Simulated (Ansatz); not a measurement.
Reaction (redistribution): `B[SiH2]C#N` + `[NH2][SnH2][Cl]` → `B[SiH2]N` + `N#[C][SnH2][Cl]`

Isolated molecules relaxed with PBE0-D4/def2-TZVP in Ansatz; ΔE leaves out vibrations. CCSD(T)/CBS is the MP2 limit (def2-TZVPP, def2-QZVPP) plus CCSD(T) − MP2 in def2-TZVPP, frozen cores. Functionals use def2-TZVPP. B3LYP here is the variant with VWN-RPA as its local correlation; programs differ in this. Elements past krypton have def2 core potentials. For Sn outer-core shells are correlated without core-valence functions, which leaves a few kJ/mol of doubt a bond. Each species was taken in one conformer, which may not be the lowest.

`B[SiH2]C#N`:

Cartesian coordinates in Å:
```
B 1.512 0.119 0.006
Si -0.418 -0.126 0.502
C -1.553 0.053 -0.951
N -2.235 0.169 -1.872
H 1.871 0.353 -1.106
H 2.332 0.025 0.869
H -0.849 0.891 1.496
H -0.660 -1.484 1.056
```

`[NH2][SnH2][Cl]`:

```xyz
7

N     1.158   -0.285    0.579
Sn   -0.660   -0.207   -0.272
Cl   -1.204    1.997   -0.876
H     1.229    0.240    1.441
H     1.909    0.013   -0.030
H    -1.817   -0.671    0.880
H    -0.616   -1.087   -1.723
```

`B[SiH2]N`:

Cartesian coordinates in Å:
```
B -0.730 1.465 0.113
Si 0.027 -0.344 0.520
N 0.936 -0.970 -0.805
H -0.846 1.884 -1.002
H -1.146 2.155 0.998
H -1.171 -1.160 0.926
H 0.920 -0.338 1.713
H 1.423 -1.847 -0.720
H 0.587 -0.844 -1.742
```

`N#[C][SnH2][Cl]`:

```xyz
6

N     1.156   -0.896    2.206
C     0.692   -0.506    1.226
Sn   -0.113    0.201   -0.587
Cl   -2.366    0.509   -0.169
H     0.053   -1.015   -1.751
H     0.578    1.707   -0.925
```

```csv
level,ΔE (kcal/mol),difference from CCSD(T)/CBS
PBE-D4,-1.4,1.4
r2SCAN-D4,-2.1,0.7
PBE0-D4,-2.5,0.3
B3LYP-D4,-2.4,0.4
ωB97X-V,-3.1,-0.3
ωB97M-V,-3.5,-0.7
B2PLYP,-2.7,0.1
PBE,-1.3,1.5
r2SCAN,-2.1,0.7
PBE0,-2.5,0.3
B3LYP,-2.3,0.5
HF/def2-TZVPP,-4.6,-1.8
MP2/def2-TZVPP,-3.3,-0.5
SCS-MP2/def2-TZVPP,-3.4,-0.6
CCSD/def2-TZVPP,-3.8,-1.0
CCSD(T)/def2-TZVPP,-3.5,-0.7
HF/def2-QZVPP,-4.6,-1.8
MP2/def2-QZVPP,-2.9,-0.1
SCS-MP2/def2-QZVPP,-3.1,-0.3
HF/CBS(def2),-4.6,-1.8
MP2/CBS(def2),-2.6,0.2
CCSD/CBS(def2),-3.2,-0.4
CCSD(T)/CBS,-2.8,0
```

Largest T1 diagnostic among the species: 0.013.

In def2-TZVPP, CCSD(T) changes the Hartree–Fock value by +1.1 kcal/mol (the triples alone add +0.3 kcal/mol) and MP2 by +1.3 kcal/mol. From PBE to PBE0 (25 % exact exchange), in def2-TZVPP and without D4, ΔE moves by −1.2 kcal/mol.
